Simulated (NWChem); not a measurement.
# C4H7F; SMILES C/C=C(\C)F

Computed with NWChem. Pople sets run with spherical d functions. All runs use the structure optimised with PBE0/def2-SVP. Level PBE0/6-31G*: energy and gradient; each run changes one setting, and changes count from the defaults (medium grid, exact Coulomb integrals, symmetry on).

```tsv
setting	size of the energy change (μHa)	largest change of a gradient component (μHa/bohr)	time, defaults = 1 (rough)
defaults	< 10	< 30	about 1
extra-fine grid	< 10	< 30	2
tight SCF thresholds and tolerances	< 10	< 30	2
Becke weights	< 10	80	about 1
```
